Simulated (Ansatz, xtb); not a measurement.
System: sum formula HSO3, net charge -1, singlet state. It need not be the lowest isomer of its formula. Whether it binds its extra electron was not tested at this geometry. SMILES: O[S-](=O)=O
Geometry from a B3LYP-D3(BJ)/def2-TZVP (Ansatz, a quantum-chemistry and plane-wave program) optimisation:
```
S
O 1 1.4816
O 1 1.4917 2 111.71
O 1 1.7626 2 103.15 3 -106.10
H 4 0.9698 1 100.97 2 86.50
```
Charge -1, spin multiplicity 1.

Harmonic wavenumbers from GFN2-xTB (xtb, at its own minimum), cm⁻¹: 128, 322, 361, 512, 580, 849, 1059, 1104, 3654.

Give the harmonic wavenumbers at B3LYP-D3(BJ)/def2-TZVP (Ansatz, finite differences of forces, unscaled).

159, 386, 401, 524, 584, 1015, 1109, 1162, 3708 cm⁻¹. Zero-point energy 12.9 kcal/mol.

From these and the geometry, give the ideal-gas thermochemistry at 298.15 K and 1 atm (rigid rotor, harmonic oscillator).

Point group C1, rotational symmetry number 1. Rotational constants 8.96, 7.949, 4.898 GHz. S(trans) 39.09, S(rot) 24.34, S(vib) 5.81, S(elec, spin only) 0.00, S 69.2 cal/(mol K). H(298) - H(0) 3.45 kcal/mol; G - E(el) -4.3 kcal/mol.
